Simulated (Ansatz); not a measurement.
Correlation energies of CH5NSSi, SMILES `N=C([SiH3])S` by basis set

```tsv
atom	x (Å)	y (Å)	z (Å)
N1	0.741	-0.842	1.465
C2	0.094	-0.060	0.708
Si3	0.186	-0.331	-1.165
S4	-0.946	1.246	1.318
H5	0.621	-0.641	2.461
H6	-1.122	-0.865	-1.623
H7	1.284	-1.274	-1.472
H8	0.409	0.984	-1.822
H9	-1.268	1.782	0.130
```

Total charge 0; spin multiplicity 1. All single points use the PBE0-D4/def2-TZVP geometry. It is one conformer, not always the lowest. Frozen core, restricted reference, Ansatz. CBS rows extrapolate triple and quadruple zeta; past MP2 they add the triple-zeta difference.

```tsv
basis	HF (Eh)	MP2 corr.
def2-SVP	-781.36974	-0.52945
def2-TZVPP	-781.72421	-0.66633
def2-QZVPP	-781.74894	-0.71570
```

(1) Estimate the CCSD correlation energy and the (T) correction in each basis where they were run (hartree).

## Answers

(1) 
| basis | CCSD corr. | (T) |
| --- | --- | --- |
| def2-SVP | -0.57907 | -0.02030 |
| def2-TZVPP | -0.71147 | -0.03345 |
| CBS(def2) | -0.79740 | as TZ |
